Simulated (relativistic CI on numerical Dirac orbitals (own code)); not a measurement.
# Hyperfine structure of Pd30+, mass number 105

Calculated at this level of theory: Dirac-Coulomb-Breit CI, KLI orbitals optimised for each configuration, a model potential for QED, unscaled Slater integrals (own radial code, finite nucleus).

Configuration list (outside the closed core [Ne]): 3s²3p⁴, 3s3p⁵, 3s²3p³3d, 3p⁶, 3s3p⁴3d, 3p⁵3d, 3s3p³3d², 3s²3p²3d4p, 3p⁵4s, 3s3p³3d4s, 3s²3p³4s, 3p⁵4p, 3s²3p²3d², 3s²3p3d³, 3s3p²3d³, 3s²3p3d²4s, 3p⁴3d², 3p³3d³, 3p³3d²4s, 3s²3p²3d4s, 3s3p²3d²4s, 3s²3p3d4s². Double excitations out of closed p, d and f shells are left out; levels of such configurations are missing from the list, as are those of other unlisted configurations, and high levels can miss mixing partners.

Nuclear spin I = 5/2, μ = -0.642 μN, Q = 0.66 b (tables of Stone and Pyykkö). The electronic factors are computed for point nuclear moments, without core polarisation or the Bohr-Weisskopf and QED corrections.

```
     Level  E (cm⁻¹)  A (MHz)  B (MHz)
3s²3p⁴ ³P2         0    -9855    14300
3s²3p⁴ ³P1    276759     2257   -24200
3s²3p⁴ ¹D2    325423   -22860   -62700
3s3p⁵ ³P°2    942029   -39590   -35800
```

Levels with J = 0, under 50 % of one LS term, or S terms without an open s electron are left out. Small factors come from cancelling terms and can be off by tens of per cent or more.

At this charge energies of transitions that change n are usually good to better than 1 %, and those within a shell (Δn = 0) to a few per cent.

Question: Give the hyperfine levels of 3s²3p⁴ ³P2 relative to its centre of gravity.

Answer: With K = F(F + 1) − I(I + 1) − J(J + 1), E = AK/2 + B[¾K(K + 1) − I(I + 1)J(J + 1)]/[2I(2I − 1)J(2J − 1)]: F = 1/2: 78980, F = 3/2: 57770, F = 5/2: 25990, F = 7/2: -11000, F = 9/2: -45700 MHz.

LS names give the leading component of a level, which can be under half, so a name can repeat, a term be missing and a line seem to break the LS rules.
